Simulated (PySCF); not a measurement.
H₂INSn, neutral, multiplicity 1. Atoms are numbered in the order given.

```xyz
5

Sn     0.3641     1.2589     0.0000
I     -0.0491    -1.4810     0.0000
N     -1.6104     1.6999     0.0000
H     -2.3529     1.0057     0.0000
H     -1.9801     2.6463     0.0000
```

Coordinates come from a PBE0-D3(BJ)/def2-SVP optimisation. The def2 effective core potentials stand for the cores of I, Sn; spin–orbit coupling is left out. Other conformers were not sampled.

Method: TDA-M06-2X/def2-SVPD run with PySCF.

Vertical excitations. Isolated molecule, no solvent. State labels are in the subgroup Cs.

Computed excitation energies, oscillator strengths and character:
```csv
state,symmetry,energy (eV),λ (nm),f,main pairs
S1,A",3.91,317,0.036,HOMO→LUMO 94 %
S2,A",4.43,280,0.010,HOMO−2→LUMO 94 %
S3,A',4.56,272,0.013,HOMO−1→LUMO 90 %
S4,A',5.27,235,0.103,"HOMO→LUMO+1 66 %, HOMO−2→LUMO+1 21 %"
S5,A",5.31,233,0.012,HOMO−1→LUMO+1 92 %
S6,A',5.62,220,0.057,HOMO−3→LUMO 83 %
S7,A',5.92,210,0.690,"HOMO−2→LUMO+1 66 %, HOMO→LUMO+1 16 %"
S8,A",6.08,204,0.012,"HOMO−3→LUMO+1 74 %, HOMO−1→LUMO+2 11 %"
S9,A",6.21,200,0.019,HOMO−4→LUMO 78 %
S10,A',6.45,192,0.188,"HOMO→LUMO+2 55 %, HOMO→LUMO+3 27 %"
T1,A",2.59,478,0,"HOMO→LUMO 65 %, HOMO−2→LUMO 25 %"
T2,A',3.83,324,0,"HOMO−1→LUMO 66 %, HOMO−3→LUMO 28 %"
T3,A',3.98,312,0,"HOMO→LUMO+1 63 %, HOMO−2→LUMO+1 20 %"
T4,A",4.28,290,0,"HOMO−2→LUMO 70 %, HOMO→LUMO 28 %"
```
Triplets are in the Tamm–Dancoff approximation.
